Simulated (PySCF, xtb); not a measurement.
Ag(F) anion (AgF), SMILES [F][Ag] (connectivity only; charge and spin as stated), charge -1, multiplicity 2.

Harmonic wavenumbers (cm⁻¹) from xtb 6.7.1 with GFN2-xTB at its own minimum, in rising order: 207.

What does PBE-D3(BJ)/def2-TZVPD (PySCF) give at its own minimum? (The exact figures need the calculation; the answer reports its results.)

325. Paired by order, the mean absolute difference is 118 cm⁻¹ and the zero-point energies are 0.3 and 0.5 kcal/mol.
